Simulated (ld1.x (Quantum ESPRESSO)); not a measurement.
# Er (Z = 68): PAW pseudisation with PBE, scalar-relativistic reference atom.

```json
{
 "Element": "Er",
 "Generator": "ld1.x (Quantum ESPRESSO) 7.5",
 "Type": "PAW",
 "Functional": "PBE",
 "Relativity": "scalar-relativistic",
 "Frozen core": "[Kr] 4d10 5s2",
 "Valence charge": "20",
 "Reference configuration": "4f11 5p6 5d1 6s2 6p0",
 "Partial waves": "6s (bound): rcut 3.00, rcutus 3.70 bohr; 6s channel at 0.55 Ry: rcut 3.00, rcutus 3.70 bohr; 5p (bound): rcut 2.35, rcutus 2.75 bohr; 6p (bound, empty): rcut 2.35, rcutus 2.75 bohr; 5d (bound): rcut 2.10, rcutus 2.80 bohr; 5d channel at 1.7 Ry: rcut 2.10, rcutus 2.80 bohr; 4f (bound): rcut 1.30, rcutus 1.50 bohr; 4f channel at 3.5 Ry: rcut 1.30, rcutus 1.50 bohr",
 "Local potential": "all-electron potential smoothed inside 1.60 bohr (lloc = -2)",
 "Core correction": "Bessel-smoothed model core inside 1.35 bohr",
 "Augmentation charge": "PSQ, inside the norm-conserving radii"
}
```

All-electron outer shells of the reference configuration (PBE, scalar-relativistic, ld1.x):

| shell | level (eV) | outermost node (bohr) | outermost maximum (bohr) |
| --- | --- | --- | --- |
| 4d | -172.63 | 0.25 | 0.51 |
| 5s | -56.02 | 0.60 | 1.10 |
| 5p | -29.76 | 0.65 | 1.26 |
| 4f | -9.48 | – | 0.51 |
| 6s | -4.41 | 1.49 | 3.22 |
| 5d | -2.09 | 0.73 | 1.88 |
| 6p | -1.33 | 1.81 | 4.40 |

Question: Does the potential have ghost states?

Answer: Ghost state, extra bound levels that the all-electron valence spectrum of the same l lacks: s at -60.2 eV (p, d not tested). A true bound ghost makes a file unfit for plane-wave use.

Question: Is the overlap operator S = 1 + Σ q|β⟩⟨β| positive definite (Bessel basis up to 400 Ry)?

Answer: No: its lowest eigenvalue is -0.695, in the d channel, so the generalised eigenproblem breaks down once the basis is large enough.

Test run stopped at test 1 of 7 (negative rho).

Its overlap operator is not positive definite in a basis up to 400 Ry (lowest eigenvalue p -0.29, d -0.69), so the file is unfit for use: the generalised eigenproblem breaks down once the basis is large enough, and its test numbers describe a broken file.
